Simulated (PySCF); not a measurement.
PySCF job for Sb(Me)2 (C₂H₆Sb), SMILES [CH3][Sb+][CH3] (connectivity only; charge and spin as stated), charge +1, multiplicity 1, TDA-PBE/def2-SVPD. Geometry: B3LYP-D3(BJ)/def2-SVP. The multiplicity is an assumed one; other spin states were not compared. The isomer is the one that the SMILES or the coordinates give; other isomers of the formula were not compared. The def2 effective core potentials stand for the cores of Sb; spin–orbit coupling is left out.

```python
import numpy as np
from pyscf import gto, scf, dft, tdscf

mol = gto.M(
    atom='''
    Sb   -0.00000000    0.00000000    0.39823585
    C     1.58452087    0.00964160   -1.04291424
    H     1.67331707   -1.03573639   -1.40148285
    H     2.53739887    0.31294855   -0.58867566
    H     1.32339082    0.64030682   -1.90737022
    C    -1.58452087   -0.00964160   -1.04291424
    H    -1.32339082   -0.64030683   -1.90737021
    H    -1.67331706    1.03573639   -1.40148286
    H    -2.53739887   -0.31294855   -0.58867566
    ''',
    basis='def2-SVPD',
    ecp={'Sb': 'def2-svp'},
    charge=1,
    spin=0,
    symmetry=True,
    max_memory=1600,
    verbose=4,
)
mf = dft.RKS(mol, xc='pbe').density_fit(auxbasis='def2-universal-jkfit')
mf.grids.level = 3
mf.conv_tol = 1e-9
mf.max_cycle = 100
mf.kernel()
mf.grids = dft.Grids(mol).set(level=1).build(with_non0tab=True)  # coarser grid for the response kernel
td = tdscf.TDA(mf)
td.singlet = True
td.nstates = 10
td.conv_tol = 1e-4
td.positive_eig_threshold = 1e-6
td.kernel(x0=td.get_init_guess(mf, 15))
td.analyze()
tt = tdscf.TDA(mf)
tt.singlet = False
tt.nstates = 4
tt.conv_tol = 1e-4
tt.positive_eig_threshold = 1e-6
tt.kernel(x0=tt.get_init_guess(mf, 9))
tt.analyze(verbose=3)
```

Output:

```
PySCF version 2.14.0

[INPUT] verbose = 4
[INPUT] num. atoms = 9
[INPUT] num. electrons = 40
[INPUT] charge = 1
[INPUT] spin (= nelec alpha-beta = 2S) = 0
[INPUT] symmetry True subgroup None
[INPUT] Mole.unit = angstrom
[INPUT] Symbol           X                Y                Z      unit          X                Y                Z       unit  Magmom
[INPUT]  1 Sb     0.000000000000   0.000000000000   0.398235850000 AA    0.000000000000   0.000000000000   0.752556689483 Bohr   0.0
[INPUT]  2 C      1.584520870000   0.009641600000  -1.042914240000 AA    2.994310482958   0.018219983403  -1.970822285009 Bohr   0.0
[INPUT]  3 H      1.673317070000  -1.035736390000  -1.401482850000 AA    3.162110981860  -1.957258114346  -2.648418754775 Bohr   0.0
[INPUT]  4 H      2.537398870000   0.312948550000  -0.588675660000 AA    4.794988933081   0.591387050580  -1.112435773598 Bohr   0.0
[INPUT]  5 H      1.323390820000   0.640306820000  -1.907370220000 AA    2.500846205564   1.210004525491  -3.604407333951 Bohr   0.0
[INPUT]  6 C     -1.584520870000  -0.009641600000  -1.042914240000 AA   -2.994310482958  -0.018219983403  -1.970822285009 Bohr   0.0
[INPUT]  7 H     -1.323390820000  -0.640306830000  -1.907370210000 AA   -2.500846205564  -1.210004544388  -3.604407315054 Bohr   0.0
[INPUT]  8 H     -1.673317060000   1.035736390000  -1.401482860000 AA   -3.162110962962   1.957258114346  -2.648418773672 Bohr   0.0
[INPUT]  9 H     -2.537398870000  -0.312948550000  -0.588675660000 AA   -4.794988933081  -0.591387050580  -1.112435773598 Bohr   0.0

nuclear repulsion = 126.831116670563
point group symmetry = C2
symmetry origin: [ 2.73873343e-10 -2.73873351e-10  2.73873339e-10]
symmetry axis x: [ 1.00000000e+00 -2.60733220e-10 -5.51412436e-10]
symmetry axis y: [-2.60733220e-10 -1.00000000e+00  7.74316683e-11]
symmetry axis z: [5.51412436e-10 7.74317761e-11 1.00000000e+00]
num. orbitals of irrep A = 62
num. orbitals of irrep B = 58
number of shells = 52
number of NR pGTOs = 187
number of NR cGTOs = 120
basis = def2-SVPD
ecp = {'Sb': 'def2-svp'}


[settings echo left out]
init E= -294.264521209348
HOMO (B) = -0.756831871005382  LUMO (B) = -0.747428210786241  gap/eV = 0.25589
cycle= 1 E= -316.901196811809  delta_E= -22.6  |g|= 3.16  |ddm|= 12.6
HOMO (B) = -0.217342195347141  LUMO (A) = -0.211932866312647  gap/eV = 0.14720
cycle= 2 E= -289.840190066638  delta_E= 27.1  |g|= 11.3  |ddm|= 13.7
HOMO (A) = -0.305241623093572  LUMO (A) = -0.194612463444981  gap/eV = 3.01037
cycle= 3 E= -318.972627709219  delta_E= -29.1  |g|= 1.31  |ddm|= 9.35
HOMO (A) = -0.415394204405986  LUMO (B) = -0.36674046436803  gap/eV = 1.32394
cycle= 4 E= -319.412833329946  delta_E= -0.44  |g|= 0.756  |ddm|= 2.63
HOMO (A) = -0.463990642732107  LUMO (B) = -0.388787246821494  gap/eV = 2.04639
cycle= 5 E= -319.568717082762  delta_E= -0.156  |g|= 0.283  |ddm|= 1.01
HOMO (A) = -0.444352413771135  LUMO (B) = -0.37873198022754  gap/eV = 1.78562
cycle= 6 E= -319.590941323387  delta_E= -0.0222  |g|= 0.0431  |ddm|= 0.343
HOMO (A) = -0.446725195440651  LUMO (B) = -0.38194355547742  gap/eV = 1.76280
cycle= 7 E= -319.591534184247  delta_E= -0.000593  |g|= 0.00404  |ddm|= 0.0709
HOMO (A) = -0.446363172299332  LUMO (B) = -0.381409072386797  gap/eV = 1.76749
cycle= 8 E= -319.591539255287  delta_E= -5.07e-06  |g|= 0.00139  |ddm|= 0.00937
HOMO (A) = -0.446317805368976  LUMO (B) = -0.381348786102969  gap/eV = 1.76790
cycle= 9 E= -319.591539964896  delta_E= -7.1e-07  |g|= 0.000201  |ddm|= 0.00244
HOMO (A) = -0.446347730330819  LUMO (B) = -0.381386841139479  gap/eV = 1.76768
cycle= 10 E= -319.591539980538  delta_E= -1.56e-08  |g|= 2.01e-05  |ddm|= 0.000456
HOMO (A) = -0.446350362581628  LUMO (B) = -0.381388569696966  gap/eV = 1.76770
cycle= 11 E= -319.591539980673  delta_E= -1.36e-10  |g|= 6.56e-06  |ddm|= 4.78e-05
HOMO (A) = -0.446349576044035  LUMO (B) = -0.381387499550875  gap/eV = 1.76771
Extra cycle  E= -319.591539980676  delta_E= -3.13e-12  |g|= 6.18e-06  |ddm|= 2.32e-05
converged SCF energy = -319.591539980676
tot grids = 33224
Overwritten attributes  positive_eig_threshold  of <class 'pyscf.tdscf.rks.TDA'>


******** <class 'pyscf.tdscf.rks.TDA'> for <class 'pyscf.df.df_jk.DFSymAdaptedRKS'> ********
nstates = 10 singlet
deg_eia_thresh = 1.000e-03
wfnsym = None
conv_tol = 0.0001
eigh lindep = 1e-12
eigh level_shift = 0
eigh max_cycle = 100


Excitation energies (eV)
[2.26004109 2.9907737  4.74646974 4.99571709 5.13136809 5.54559423
 6.92392908 7.18243265 7.84811999 8.29911667]

** Singlet excitation energies and oscillator strengths **
Excited State   1:    B      2.26004 eV    548.59 nm  f=0.0077
      20 -> 21       -0.70319
Excited State   2:    A      2.99077 eV    414.56 nm  f=0.0001
      19 -> 21       -0.70569
Excited State   3:    A      4.74647 eV    261.21 nm  f=0.0004
      17 -> 21        0.70520
Excited State   4:    B      4.99572 eV    248.18 nm  f=0.0338
      18 -> 21       -0.68524
      20 -> 22       -0.11517
Excited State   5:    B      5.13137 eV    241.62 nm  f=0.0012
      15 -> 21        0.70031
Excited State   6:    A      5.54559 eV    223.57 nm  f=0.0241
      16 -> 21        0.68443
      19 -> 22       -0.11638
Excited State   7:    B      6.92393 eV    179.07 nm  f=0.1792
      19 -> 23        0.29194
      20 -> 22        0.62574
Excited State   8:    A      7.18243 eV    172.62 nm  f=0.0263
      19 -> 22       -0.40782
      20 -> 23       -0.57155
Excited State   9:    A      7.84812 eV    157.98 nm  f=0.0002
      19 -> 22        0.22404
      20 -> 24       -0.66246
Excited State  10:    A      8.29912 eV    149.39 nm  f=0.3426
      17 -> 22       -0.31056
      19 -> 22        0.44180
      20 -> 23       -0.32427
      20 -> 24        0.21625

** Transition electric dipole moments (AU) **
state          X           Y           Z        Dip. S.      Osc.
  1        -0.0164     -0.3716     -0.0000      0.1384      0.0077
  2         0.0000     -0.0000     -0.0356      0.0013      0.0001
  3         0.0000     -0.0000     -0.0612      0.0037      0.0004
  4         0.5132     -0.1148      0.0000      0.2765      0.0338
  5         0.0172      0.0949     -0.0000      0.0093      0.0012
  6         0.0000      0.0000      0.4212      0.1774      0.0241
  7         1.0277      0.0024     -0.0000      1.0562      0.1792
  8         0.0000     -0.0000      0.3864      0.1493      0.0263
  9         0.0000     -0.0000     -0.0317      0.0010      0.0002
 10         0.0000     -0.0000      1.2981      1.6852      0.3426

WARN: ECP detected. Skipping calculation of transition velocity and magnetic dipole moments, which have not yet been implemented.



******** <class 'pyscf.tdscf.rks.TDA'> for <class 'pyscf.df.df_jk.DFSymAdaptedRKS'> ********
nstates = 4 triplet
deg_eia_thresh = 1.000e-03
wfnsym = None
conv_tol = 0.0001
eigh lindep = 1e-12
eigh level_shift = 0
eigh max_cycle = 100


Excitation energies (eV)
[1.35347123 2.58722811 4.4594732  4.56994117]

** Triplet excitation energies and oscillator strengths **
Excited State   1:    B      1.35347 eV    916.05 nm  f=0.0000
Excited State   2:    A      2.58723 eV    479.22 nm  f=0.0000
Excited State   3:    B      4.45947 eV    278.02 nm  f=0.0000
Excited State   4:    A      4.56994 eV    271.30 nm  f=0.0000
```

The calculation finished and met its thresholds.
